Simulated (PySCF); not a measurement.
# Computed data sheet: `O=S(=O)(CC#CC)C`

Compound: C₅H₈O₂S.
Structure used (PBE0-D3(BJ)/def2-SVP), in Å, numbered top down from 1:
```xyz
16
C5H8O2S angstrom
C      3.031    0.094    0.791
C      1.810    0.239    0.019
C      0.796    0.351   -0.637
C     -0.446    0.459   -1.365
S     -1.763   -0.618   -0.715
C     -1.976   -0.067    0.968
O     -2.969   -0.283   -1.466
O     -1.258   -1.984   -0.682
H      3.369    1.063    1.190
H      3.841   -0.322    0.174
H      2.877   -0.586    1.644
H     -0.863    1.479   -1.376
H     -0.364    0.113   -2.409
H     -2.317    0.976    0.967
H     -1.029   -0.189    1.508
H     -2.750   -0.724    1.385
```

Some functional groups and rings: alkyne and sulfone.

From PBE0-D3(BJ)/def2-SVP geometry optimisation, gas phase (PySCF):

```yaml
Point_group: C1
Rotational_constants_A_B_C: 3.793, 0.893, 0.869 GHz
```

CAM-B3LYP/def2-SVPD ground state and vertical TDDFT (core frozen in the response) (PySCF):

```yaml
Dipole_moment: 5.38 D
HOMO_energy: -9.06 eV
LUMO_energy: 0.77 eV
HOMO–LUMO_gap: 9.83 eV
Lowest_singlet_excitation: 6.15 eV (202 nm, f = 0.000)
Strongest_line_among_the_6_lowest_singlet_transitions: S2 at 6.49 eV (191 nm, f = 0.043)
Static_isotropic_polarisability: 87.9 au
Electronic_spatial_extent_⟨r²⟩_about_the_centre_of_nuclear_charge: 1415 bohr²
```

Monoisotopic mass (most abundant isotopes): 132.0245 u.

S1 lies 3.68 eV below the HOMO–LUMO gap; its leading configuration is HOMO−1→LUMO+1, weight 0.75. With B = h/(8π²I), that is 505.379 GHz u Å² over I, the principal moments of inertia are 133.2, 566.1 and 581.8 u Å² (most abundant isotopes). The rotational constants make it an asymmetric top with κ = (2B − A − C)/(A − C) = -0.98, nearer the prolate limit (−1). The largest Löwdin shares of the HOMO are 0.26 on C2, 0.25 on C3, 0.11 on O7 and 0.08 on O8. The polarisability is 13.02 Å³ as a volume (1 au = 0.148185 Å³), or 1.26 au for each of the 70 electrons. No computed singlet falls in the visible range (750 to 380 nm, 1.65 to 3.26 eV); S1 lies 2.89 eV above its blue end.

One conformer stands for the species.
